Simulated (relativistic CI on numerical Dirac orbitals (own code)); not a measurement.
## Slater and spin-orbit integrals, Rb15+

Calculated at this level of theory: Dirac-Coulomb-Breit CI, KLI orbitals optimised for each configuration, model QED (radiative potential, 1s self-energy scaled to tabulated hydrogen-like ionisation energies), unscaled Slater integrals (own radial code, finite nucleus).

Slater integrals F^k, G^k are unscaled and averaged over j, outside the closed core [Ne]; ζ comes from projecting the Hamiltonian with its Breit term on Σ l·s of the shell.

- 3s²3p⁶3d⁴: F^2(3d,3d) = 226990, F^4(3d,3d) = 145390, ζ(3d) = 6296.4 cm⁻¹; <r>(3d) = 0.4413, <r^2>(3d) = 0.2291 (bohr units).
- 3s²3p⁵3d⁵: ζ(3p) = 58151, F^2(3d,3d) = 226300, F^4(3d,3d) = 144930, F^2(3p,3d) = 208940, G^1(3p,3d) = 238580, G^3(3p,3d) = 154210, ζ(3d) = 6165.6 cm⁻¹; <r>(3p) = 0.4735, <r^2>(3p) = 0.2591, <r>(3d) = 0.4425, <r^2>(3d) = 0.2304 (bohr units).
- 3s3p⁶3d⁵: F^2(3d,3d) = 226060, F^4(3d,3d) = 144770, G^2(3s,3d) = 181570, ζ(3d) = 6255.2 cm⁻¹; <r>(3s) = 0.477, <r^2>(3s) = 0.2595, <r>(3d) = 0.443, <r^2>(3d) = 0.2309 (bohr units).

(1) Give the Racah parameters of the d shell in 3s²3p⁶3d⁴.

Averages of the first 10 configurations, taken without configuration mixing, which lowers the lowest level and can move excited configurations by several eV; other configurations of the list can lie among them:

```csv
Configuration,Parity,States,Average energy above the lowest level (eV)
3s²3p⁶3d⁴,even,210,12.8
3s²3p⁵3d⁵,odd,1512,134.1
3s3p⁶3d⁵,even,504,217.8
3s²3p⁶3d³4s,even,240,226.7
3s²3p⁶3d³4p,odd,720,253.8
3s²3p⁶3d³4d,even,1200,295.0
3s²3p⁶3d³4f,odd,1680,331.9
3s²3p⁵3d⁴4s,odd,2520,344.9
3s²3p⁶3d²4s4p,odd,540,481.0
3s²3p⁶3d³5s,even,240,366.8
```

Answers

(1) B = F²/49 − 5F⁴/441 = 2984 cm⁻¹ and C = 35F⁴/441 = 11539 cm⁻¹.
